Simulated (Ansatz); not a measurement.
`FCNCF` + SiH₄ → `FCNC[SiH3]` + H–F  (formal exchange of groups at a C–F bond)

Isolated molecules relaxed with PBE0-D4/def2-TZVP in Ansatz; ΔE leaves out vibrations. CBS: MP2 limit from def2 TZ/QZ plus the TZ coupled-cluster correction, frozen cores. This one scheme is used for every species. DFT in def2-TZVPP. Each species was taken in one conformer, which may not be the lowest.

CCSD(T)/CBS gives -11.2 kcal/mol.

Another level gave -3.3 kcal/mol. Which?
A. MP2/def2-TZVPP
B. CCSD(T)/def2-TZVPP
C. HF/def2-TZVPP
D. r2SCAN/def2-TZVPP

C. HF/def2-TZVPP -3.3, MP2/def2-TZVPP -11.7, r2SCAN -7.0, CCSD(T)/def2-TZVPP -9.4 kcal/mol.

Largest T1 diagnostic among the species: 0.011.

In def2-TZVPP, CCSD(T) changes the Hartree–Fock value by −6.1 kcal/mol (the triples alone add −0.5 kcal/mol) and MP2 by −8.4 kcal/mol. From PBE to PBE0 (25 % exact exchange), in def2-TZVPP and without D4, ΔE moves by −0.9 kcal/mol.
